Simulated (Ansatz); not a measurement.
A run for Ansatz (a first-principles code): R-PBE0/def2-TZVPP on H2 (SMILES [H][H]).

Ansatz 0.2 input:
```yaml
crystal:
  periodic: [false, false, false]
  atoms:
    - {symbol: H, position_ang: [0.00000000, 0.00000000, 0.37198582]}
    - {symbol: H, position_ang: [-0.00000000, -0.00000000, -0.37198582]}
basis:
  gaussian:
    orbitals: def2-TZVPP
hamiltonian:
  xc: {name: PBE0}
scf: {lower_state_search: off}
```

Output:

```
WARN ansatz: RAYON_NUM_THREADS=1 ignored (pool sized by the plan → 1); use --threads N
Functional definition: PBE0
these checks for a lower state are left out or cut short: stability, starts, cluster_reference, orbital_swaps, neighbouring_geometries, increment
integrals: 0.00 GiB planned
118 factors; their error is unknown
mean field: 0.04 GiB planned
mean field evaluation 1: about -31.7057 eV, gradient 5.4e0 eV
mean field evaluation 2: about -31.7950 eV, gradient 8.2e-1 eV
mean field evaluation 4: about -31.7961 eV, gradient 1.0e-1 eV
mean field evaluation 8: about -31.7961 eV, gradient 3.0e-6 eV
mean field -31.79608428 eV, -1.1684845450 hartree, gradient 3.0e-6 eV, S^2 0.000000; 0 other end points of the search recorded, 0 dependent functions left out
reference -31.79610025 eV, -1.1684851321 hartree; 1, 1 occupied and 27, 27 virtual orbitals, 118 factors
Total energy: -31.79610025 eV, -1.1684851321 hartree
Checks for a lower state left out: stability, starts, cluster_reference, orbital_swaps, neighbouring_geometries, increment
```

The run converged.

Cost: very roughly 0.11 core-seconds.
